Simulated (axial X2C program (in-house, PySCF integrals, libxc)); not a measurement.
**Worked dissociation energy of WC⁺: HF, without spin–orbit coupling**

Computed with an in-house all-electron X2C program for linear molecules (integrals from PySCF). Spin-free means the one-electron spin-free X2C Hamiltonian. Basis: W dyall-cv3z [13s14p9d7f4g], C dyall-v3z [7s6p2d1f] (cores contracted in-house); Gaussian nuclei, density fitting, unrestricted open shells. Masses: W 183.951 u, C 12.000 u.

Molecular state: M_S = 1/2, Λ = 2 (beyond evenly filled blocks: δ+α).

* E(W+) (2M_S = 5, M_L = 0): -16138.195031 hartree
* E(C) (2M_S = 2, M_L = 0): -37.708581 hartree
* E(WC⁺) at Re: -16175.955234 hartree
* ωe: 693.4 cm⁻¹

(1) Work out De and D0.

One determinant describes the state; a PBE0 search over occupations chose it and may have missed a lower one. Dissociation energies refer to the lowest single-determinant-based atoms at the same level and basis. PBE0 can misorder states that lie within some tenths of an eV, so this need not be the ground state of the molecule. The nearest other spin-free determinant of the search, M_S = 3/2, Λ = 2, lies 0.33 eV up at the distance of the search. The determinant is spin-polarised beyond a pure state at some levels (its spin-free form has ⟨S²⟩ too high), which makes Re and μ there less reliable.

Hartree–Fock lacks correlation and underbinds, often by eV.

Each atomic determinant is the lowest at this level and need not be a pure term. Totals compare only within one Hamiltonian and basis.

Answers

(1) De = -16138.195031 + (-37.708581) − (-16175.955234) = 0.05162 hartree = 1.405 eV. The zero-point energy is ωe/2 = 347 cm⁻¹ = 0.043 eV, so D0 = 1.362 eV.
